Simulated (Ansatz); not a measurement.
Ansatz (a program for electronic structure) input file for Ga(OH)(PH2)2 (GaH5OP2), SMILES [OH][Ga]([PH2])[PH2], PBE/def2-SVPD. Geometry: B3LYP-D3(BJ)/def2-SVP. The structure was generated by enumeration; whether it is a known compound was not checked. Other conformers were not sampled.

Ansatz 0.2 input:
```yaml
crystal:
  periodic: [false, false, false]
  atoms:
    - {symbol: Ga, position_ang: [0.22556859, -0.09118727, -0.07097214]}
    - {symbol: O, position_ang: [1.85293663, -0.58706722, -0.65797704]}
    - {symbol: H, position_ang: [2.44174704, -0.97586676, 0.00132677]}
    - {symbol: P, position_ang: [-0.30302240, -0.27420058, 2.20953940]}
    - {symbol: H, position_ang: [0.25053884, -1.58895086, 2.31950491]}
    - {symbol: H, position_ang: [-1.62410412, -0.74675080, 1.93586714]}
    - {symbol: P, position_ang: [-1.02483202, 0.97475962, -1.72803260]}
    - {symbol: H, position_ang: [-2.25048103, 0.35971634, -1.32244991]}
    - {symbol: H, position_ang: [-0.71600366, -0.03319065, -2.69289823]}
basis:
  gaussian:
    orbitals: def2-SVPD
hamiltonian:
  xc: {name: PBE}
```

It prints:

```
WARN ansatz: RAYON_NUM_THREADS=1 ignored (pool sized by the plan → 1); use --threads N
Functional definition: PBE
integrals: 0.10 GiB planned
1386 factors; their error is unknown
mean field: 0.55 GiB planned
mean field evaluation 1: about -73043.8284 eV, gradient 7.1e1 eV
mean field evaluation 2: about -72940.1678 eV, gradient 1.9e2 eV
mean field evaluation 4: about -73052.0234 eV, gradient 2.2e1 eV
mean field evaluation 8: about -73052.9747 eV, gradient 2.3e-1 eV
mean field evaluation 16: about -73052.9300 eV, gradient 1.2e-4 eV
mean field -73052.92998904 eV, -2684.6456600429 hartree, gradient 1.3e-5 eV, S^2 0.000000; 0 other end points of the search recorded, 0 dependent functions left out
reference -73052.93004299 eV, -2684.6456620254 hartree; 37, 37 occupied and 112, 112 virtual orbitals, 1386 factors
Total energy: -73052.93004299 eV, -2684.6456620254 hartree
```

Self-consistency was reached.

Cost: about 5 core-seconds (a rough figure).
